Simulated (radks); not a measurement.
Problem. These are the eigenvalues of the occupied orbitals of an atom or ion with whole-number occupations (hartree). Calculated with a radial shooting solver on a logarithmic mesh with Libxc functionals: scalar-relativistic Kohn-Sham, BLYP, spin-polarised, spherical densities, finite nucleus; Fermi nuclear charge, rms radius of each element as measured or else 0.836 A^(1/3) + 0.57 fm.

1s up: -127.4527
2s up: -25.33824
2s down: -24.67776
2p up: -24.04030

Which element is it, and in what charge state? The configuration may be excited. Open shells, if any, are filled with parallel spins first.

Solution. Z = 17, chlorine, charge +12: Cl12+ in 1s1 2s2 2p2. The list shows which subshells hold electrons but not how many an open one holds; the 1s level, -127.45 hartree, gives Z - s = 16.0 by -(Z - s)^2/2, which with screening and relativity narrows Z to a few neighbours, and the depths of the outer levels then fix element, charge and occupations together.
